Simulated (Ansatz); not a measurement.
B₇P₇H₂₀, a nanocrystal cut from zinc blende BP (hydrogen-capped). Charge 0, multiplicity 3. Geometry PBE-D4/def2-SVP, that of the neutral singlet; atoms count from 1.

Cartesian coordinates in Å:
```
B 2.681 1.350 0.360
B -2.102 -1.465 1.536
B 1.057 -1.451 0.617
B -0.445 1.362 1.245
B 0.400 2.477 -1.686
B -1.214 -0.330 -1.421
B 1.907 -0.351 -2.319
P -1.798 0.353 2.198
P 1.265 0.383 1.309
P 2.049 1.428 -1.498
P -0.355 -2.350 1.594
P -2.537 -1.273 -0.364
P 0.520 -1.255 -1.270
P -0.932 1.468 -0.662
H 3.697 0.672 0.456
H 2.737 2.469 0.856
H -2.960 -2.063 2.163
H 2.099 -2.078 0.713
H -0.331 2.476 1.731
H 0.506 3.571 -1.145
H 0.014 2.491 -2.850
H -1.576 -0.263 -2.585
H 2.940 -0.993 -2.167
H 1.488 -0.276 -3.468
H -1.540 0.262 3.603
H -3.067 1.015 2.231
H 1.592 0.247 2.699
H 3.055 2.128 -2.233
H -0.030 -2.569 2.971
H -0.547 -3.706 1.176
H -2.828 -2.579 -0.872
H -3.841 -0.688 -0.449
H 0.304 -2.585 -1.761
H -2.207 2.123 -0.710
```

Single mean-field runs in def2-TZVP are fitted with def2-universal-jkfit. At PBE0-D4/def2-TZVP a singlet of charge 0 lies 5.07 eV below the triplet at the same geometry.

Problem. Estimate the Mulliken populations of the heavy atoms from the PBE0/def2-TZVP orbitals of Ansatz.

Solution. 
| atom | charge (e) | spin (α − β) |
| --- | --- | --- |
| B1 | -0.25 | 0.07 |
| B2 | 0.03 | -0.07 |
| B3 | 0.02 | -0.02 |
| B4 | -0.03 | 0.05 |
| B5 | -0.25 | 0.07 |
| B6 | 0.02 | -0.02 |
| B7 | -0.26 | 0.20 |
| P8 | -0.06 | 0.08 |
| P9 | -0.08 | 0.07 |
| P10 | 0.07 | 0.10 |
| P11 | -0.13 | 0.29 |
| P12 | -0.13 | 0.29 |
| P13 | -0.05 | 0.20 |
| P14 | -0.08 | 0.07 |
Mulliken values depend strongly on the basis.

Problem. Where does the spin sit?

Solution. Summed by element: B 0.26, P 1.11, H 0.63, of 2 unpaired in all. Largest on single atoms: P12 0.29, P11 0.29, B7 0.20.

Problem. And the Mayer bond orders between heavy atoms (over 0.3)?

Solution. B1–P9 0.84 (1.96 Å); B1–P10 0.87 (1.96 Å); B2–P8 0.86 (1.96 Å); B2–P11 0.86 (1.96 Å); B2–P12 0.86 (1.96 Å); B3–P9 0.86 (1.97 Å); B3–P11 0.83 (1.94 Å); B3–P13 0.83 (1.97 Å); B4–P8 0.84 (1.94 Å); B4–P9 0.84 (1.97 Å); B4–P14 0.84 (1.97 Å); B5–P10 0.87 (1.96 Å); B5–P14 0.84 (1.96 Å); B6–P12 0.83 (1.94 Å); B6–P13 0.83 (1.97 Å); B6–P14 0.86 (1.97 Å); B7–P10 0.89 (1.96 Å); B7–P13 0.79 (1.96 Å).
